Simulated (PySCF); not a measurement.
Diatomic cations of K with group 13

CCSD(T) with double-zeta basis sets in PySCF, for the lowest determinant that a PBE0 search found; no spin–orbit coupling. De refers to high-spin ground-configuration atoms (the charge goes to the atom of lower measured ionisation energy or higher electron affinity, which is not always the lowest computed limit).

```json
{"M": "B", "basis": "x2c-SVPall", "reference, frozen orbitals": "UHF, 6", "charged atom": "K+", "state (unpaired electrons)": "doublet (σ ↑)", "Re (Å)": "3.481", "ωe (cm⁻¹)": "129", "De (eV)": "0.30"}
{"M": "Al", "basis": "aug-pcseg-1", "reference, frozen orbitals": "UHF, 10", "charged atom": "K+", "state (unpaired electrons)": "doublet (σ ↑)", "Re (Å)": "3.945", "ωe (cm⁻¹)": "93.3", "De (eV)": "0.53"}
{"M": "Ga", "basis": "def2-SVP", "reference, frozen orbitals": "UHF, 14", "charged atom": "K+", "state (unpaired electrons)": "doublet (σ ↑)", "Re (Å)": "3.998", "ωe (cm⁻¹)": "72.8", "De (eV)": "0.49"}
{"M": "In", "basis": "x2c-SVPall", "reference, frozen orbitals": "UHF, 23", "charged atom": "K+", "state (unpaired electrons)": "doublet (σ ↑)", "Re (Å)": "4.123", "ωe (cm⁻¹)": "69.2", "De (eV)": "0.59"}
{"M": "Tl", "basis": "def2-SVP", "reference, frozen orbitals": "UHF, 9", "charged atom": "K+", "state (unpaired electrons)": "doublet (σ ↑)", "Re (Å)": "4.153", "ωe (cm⁻¹)": "63.9", "De (eV)": "n/a"}
```

The shortest bond is that of KB⁺ (3.481 Å), the longest that of KTl⁺ (4.153 Å).

The rows differ in basis set, which adds steps of its own.

Down a group the atoms grow and get heavier, so bonds lengthen and wavenumbers fall; this series shows no clear exception.

Correlated steps freeze the inner cores (6 to 23 orbitals); shallow outer-core shells are correlated. Weak bonds: KB⁺, KGa⁺. Basis-set superposition, not corrected here, can be much of De in a small basis, most of all at correlated wavefunction levels. These are scalar-relativistic numbers at best; spin–orbit coupling would shift them, the dissociation energy most. For an ion De counts to the pair picked by the measured ionisation energies or electron affinities, which need not be the lowest pair at this level. States were picked by a PBE0 search and need not be the measured ground states.
